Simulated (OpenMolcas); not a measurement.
# C2H7BO (SMILES CBOC): the dipole moment, rung by rung

C2H7BO: 11 atoms, total charge 0, spin state singlet. SMILES: `CBOC`. The coordinates come from a PBE0-D4/def2-TZVP relaxation. This is one conformer, not always the lowest.

```xyz
11

C    -1.3062    1.3417   -0.3647
B    -0.4347    0.2067    0.2571
O     0.6266   -0.2671   -0.4252
C     1.4544   -1.2897    0.0839
H    -0.9660    1.6570   -1.3526
H    -2.3514    1.0213   -0.4376
H    -1.3157    2.2146    0.2979
H    -0.6787   -0.2682    1.3408
H     1.4464   -2.1330   -0.6101
H     1.1138   -1.6261    1.0674
H     2.4768   -0.9142    0.1637
```

Quantity: the dipole moment, in D. The values are calculated.

```csv
level,kind,program,value (D),CPU time
HF/cc-pVDZ,Hartree–Fock,OpenMolcas,1.19,11 s
SVWN5/cc-pVDZ,LDA,OpenMolcas,1.02,40 s
BLYP/cc-pVDZ,GGA,OpenMolcas,1.04,85 s
PBE/cc-pVDZ,GGA,OpenMolcas,1.02,73 s
revPBE/cc-pVDZ,GGA,OpenMolcas,1.02,1.7 min
r2SCAN/cc-pVDZ,meta-GGA,OpenMolcas,1.04,1.9 min
BHLYP/cc-pVDZ,global hybrid,OpenMolcas,1.11,88 s
PBE0/cc-pVDZ,global hybrid,OpenMolcas,1.06,91 s
```

The values span 1.02 to 1.19 D. Magnitudes only. CPU times are rough (shared hosts, several kinds of processor and program).
